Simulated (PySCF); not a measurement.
## Multinuclear NMR of C3H9BO

Geometry (Å), atoms numbered from 1 in this order:
```xyz
14

B    -2.516   -0.708    0.891
O    -1.575    0.230    1.055
C    -0.485    0.395    0.172
C     0.819    0.046    0.860
C     2.029    0.304   -0.022
H    -3.391   -0.765    1.723
H    -2.471   -1.458   -0.065
H    -0.475    1.451   -0.147
H    -0.631   -0.228   -0.729
H     0.887    0.630    1.793
H     0.785   -1.015    1.161
H     2.004   -0.313   -0.934
H     2.081    1.359   -0.338
H     2.964    0.072    0.509
```

[PySCF 2.14: PBE0/pcSseg-1 with gauge-including orbitals; geometry: PBE0-D3(BJ)/def2-SVP; J: B3LYP/pcJ-1 (spin–dipole term only in couplings to heteroatoms); averaged over atoms made equivalent by symmetry, fast rotation or ring inversion; no solvent model; one computed conformer; non-relativistic]

**Question.** Predict the ¹⁷O NMR data.

**Answer.** 
```json
{"atoms": "O2", "environment": "oxygen bonded to C, B", "σ (ppm)": "90.7", "δ (ppm)": "183.2"}
```

Shieldings were converted by a linear fit to measured shifts: ¹⁷O: δ = 264.06 − 0.892σ (rms 13.4 ppm, 147 shifts, 14.2 ppm with the 1 outlier that the fit left out vs liquid water, solution or neat liquid). A few per cent of atoms miss by over 2 rms, more outside the fitted compound classes. Couplings are scaled by factors fitted to measured values: ²J(H,H) × 0.91 (rms 0.6 Hz), ³J(H,H) × 0.91 (rms 0.4 Hz, 0.5 with 2 outliers); all others are unscaled and can be 10–30 % off.

Couplings (the largest are listed; each averaged over equivalent pairs; quadrupolar broadening usually hides them): ¹J(O2,C3) = 19.6 Hz, ¹J(B1,O2) = -3.2 Hz, ²J(O2,H6) = -9.3 Hz, ²J(O2,H8) = -4.3 Hz, ²J(O2,C4) = -3.7 Hz, ³J(O2,C5) = -3.5 Hz, ³J(O2,H10) = -1.6 Hz.

On a 400 MHz spectrometer ¹⁷O resonates near 54.2 MHz, so 1 ppm is 54.2 Hz.
